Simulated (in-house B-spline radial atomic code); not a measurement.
Computed with a B-spline radial atomic code. Model: two electrons, singlet ground state, non-relativistic, full CI in B-splines with partial waves to l = 8 (at full coupling up to 3e-4 hartree above the limit, correlation up to 0.6 % small), density held at that of full coupling by Lieb maximisation.

Along the adiabatic connection the electron repulsion is scaled by a coupling λ while a local potential keeps the density fixed. At λ = 0 the system is the Kohn-Sham one and W equals the exchange energy; the exchange-correlation energy is the area under W between 0 and 1. The kinetic energy rises with λ as the electrons avoid each other, with dT/dλ = −λ dW/dλ.

Command:
```bash
python run_ac.py task.json out
```
Settings (lengths in bohr, energies in hartree):
```
potential              coulomb
strength               0.5
lmax                   8
wall_radius            4
```

Time taken, with all properties: 1.6 s on 1 thread of Intel(R) Xeon(R) Processor @ 2.30GHz, with other jobs on the host.

**W = mean repulsion less Hartree energy, and W of three functionals.**

Given: confinement point charge; nuclear charge 0.5; hard wall radius 4 bohr; external potential -Z/r.

Computed: LDA exchange minus exact 66.646 millihartree; SCAN exchange minus exact -0.79961 millihartree.

```csv
coupling,W xc (hartree),W xc minus exchange (millihartree),kinetic minus Kohn-Sham (millihartree),LDA (PW92) W minus its exchange (millihartree),PBE W minus its exchange (millihartree),SCAN W minus its exchange (millihartree)
0,-0.47227,0,0,0,0,0
0.02,?,?,?,?,?,?
0.05,-0.47724,-4.963,0.12,-20.32,-7.46,-4.66
0.12,?,?,?,?,?,?
0.25,-0.49471,-22.437,2.69,-60.05,-31.9,-20.82
0.4,-0.50571,-33.438,6.24,-79.32,-46.25,-31.09
0.6,-0.51816,-45.891,12.43,-99.1,-62.01,-42.98
0.8,-0.5286,-56.329,19.71,-114.76,-75.07,-53.23
1,-0.53746,-65.188,27.66,-127.7,-86.15,-62.17
1.4,-0.55166,-79.387,44.56,-148.18,-104.13,-77.04
2,-0.56708,-94.808,70.5,-170.57,-124.29,-93.98
3,-0.584,-111.73,112.13,-195.96,-147.6,-113.41
4.5,-0.59941,-127.14,168.91,-220.36,-170.35,-131.41
7,-0.61403,-141.75,251.14,-245.06,-193.64,-147.88
10,-0.62416,-151.89,336.03,-263.25,-210.92,-158.27
```

(1) What belongs in the row 0.02?

(2) What belongs in the row 0.12?

(3) What is the PBE exchange minus exact?

**Energy parts, natural occupations and partial-wave weights.**

Computed: total energy 0.3959 hartree; exchange energy -0.47227 hartree; correlation energy -0.037533 hartree; kinetic part of the DFT correlation energy 0.027655 hartree; Hartree energy 0.94455 hartree; Kohn-Sham kinetic 0.63859 hartree; Lieb Oxford ratio E_xc over LDA exchange 1.2568.

```json
{"natural": "s", "occupation of the shell (electrons)": "1.9414"}
{"natural": "p", "occupation of the shell (electrons)": "?"}
{"natural": "s", "occupation of the shell (electrons)": "0.0035842"}
{"natural": "d", "occupation of the shell (electrons)": "0.0012365"}
{"natural": "p", "occupation of the shell (electrons)": "0.00027816"}
{"natural": "f", "occupation of the shell (electrons)": "0.00013999"}
```

(4) What belongs in the row p?

| wave | weight |
| --- | --- |
| s | 0.97251 |
| p | 0.026745 |
| d | ? |
| f | 7.6178e-05 |
| g | 1.6669e-05 |

(5) What belongs in the row d?

(6) What is the kinetic part over minus potential part?

(7) What is the initial slope twice GL2?

## Answers

(1) W xc (hartree): -0.47429; W xc minus exchange (millihartree): -2.017; kinetic minus Kohn-Sham (millihartree): 0.02; LDA (PW92) W minus its exchange (millihartree): -10.24; PBE W minus its exchange (millihartree): -3.05; SCAN W minus its exchange (millihartree): -1.91.

(2) W xc (hartree): -0.48376; W xc minus exchange (millihartree): -11.49; kinetic minus Kohn-Sham (millihartree): 0.68; LDA (PW92) W minus its exchange (millihartree): -37.46; PBE W minus its exchange (millihartree): -16.9; SCAN W minus its exchange (millihartree): -10.7.

(3) 21.116 millihartree.

(4) occupation of the shell (electrons): 0.053199.

(5) weight: 0.00064347.

(6) 0.42424.

(7) -0.10188 hartree.

Half-way to full coupling W has made 61 % of its drop, against 50 % for a straight line, and second-order (GL2) theory, half the initial slope, overshoots the correlation energy by about 36 %: a marked bend. Over couplings 0 to 1 the errors in E_xc come to about +21 millihartree for LDA, +7.8 millihartree for PBE, +1.4 millihartree for SCAN, so SCAN is nearest. In LDA and PBE and SCAN the errors of exchange and correlation have opposite signs, so the sum is smaller than the larger of the two.
